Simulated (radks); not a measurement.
Q: These are the eigenvalues of the occupied orbitals of an atom or ion with whole-number occupations (hartree). Calculated with a radial shooting solver on a logarithmic mesh with Libxc functionals: Dirac Kohn-Sham, LDA (Slater exchange, Perdew-Wang correlation), spin-unpolarised, spherical densities, point nucleus.

orbital  eigenvalue
1s1/2     -1019.914
2s1/2     -154.2487
2p1/2     -144.0492
2p3/2     -136.3107
3s1/2     -30.71736
3p1/2     -26.59582
3p3/2     -25.19769
3d3/2     -17.88023
3d5/2     -17.59339
4s1/2      -6.16063
4p1/2      -4.80276
4p3/2      -4.55079
4d3/2      -2.42026
4d5/2      -2.38508

Which element is it, and in what charge state? The configuration may be excited. Open shells, if any, fill j = l - 1/2 first.

A: Z = 49, indium, charge +4: In4+ in [Kr] 4d9. The list shows which subshells hold electrons but not how many an open one holds; the 1s level, -1019.9 hartree, gives Z - s = 45.2 by -(Z - s)^2/2, which with screening and relativity narrows Z to a few neighbours, and the depths of the outer levels then fix element, charge and occupations together.
